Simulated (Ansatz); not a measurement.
`[NH2][Al]([NH2])[Cl]` + H₂O → `[NH2][Al]([NH2])[OH]` + HCl  (formal hydrolysis of the Al–Cl bond)

Computed with Ansatz on PBE0-D4/def2-TZVP structures; ΔE is electronic, products minus reactants. CCSD(T)/CBS is the MP2 limit (def2-TZVPP, def2-QZVPP) plus CCSD(T) − MP2 in def2-TZVPP, frozen cores. This one scheme is used for every species. Functionals use def2-TZVPP. One conformer a species, not always the lowest.

```
               species  CAM-B3LYP energy (Eh)
`[NH2][Al]([NH2])[Cl]`             -814.74667
                   H₂O              -76.43858
`[NH2][Al]([NH2])[OH]`             -430.34109
                   HCl             -460.83220
```

Question: Work out ΔE.

Answer: ΔE = (-430.34109) + (-460.83220) − (-814.74667) − (-76.43858) = 0.01196 Eh = +31.4 kJ/mol. CCSD(T)/CBS gives +38.9 kJ/mol.

Largest T1 diagnostic among the species: 0.010.

From PBE to PBE0 (25 % exact exchange), in def2-TZVPP and without D4, ΔE moves by +3.1 kJ/mol. In def2-TZVPP, CCSD(T) changes the Hartree–Fock value by −5.2 kJ/mol (the triples alone add +0.3 kJ/mol) and MP2 by −3.1 kJ/mol.
